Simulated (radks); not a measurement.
Question: Coulomb parameter of the 4f shell of the erbium ion Er+ in the model configuration [Xe] 4f12 6s1, as a second difference U = [E(n + 0.5) + E(n - 0.5) - 2 E(n)] / (0.5)^2 with all orbitals relaxed. "Bare": the charge of the atom changes with n. "Screened": the 6s shell takes up the change at fixed total charge, which measures U(4f,4f) + U(6s,6s) - 2 U(4f,6s). All-electron calculation, scalar-relativistic Kohn-Sham, LDA (Slater exchange, Perdew-Wang correlation), spin-unpolarised, spherical densities, finite nucleus; Fermi nuclear charge, rms radius 5.2516 fm. Program: a radial shooting solver on a logarithmic mesh with Libxc functionals. Estimate both.

Answer: U(bare) = 14.761 eV, U(screened by 6s) = 5.945 eV, against the Slater integral F0(4f,4f) = 31.364 eV with frozen orbitals.
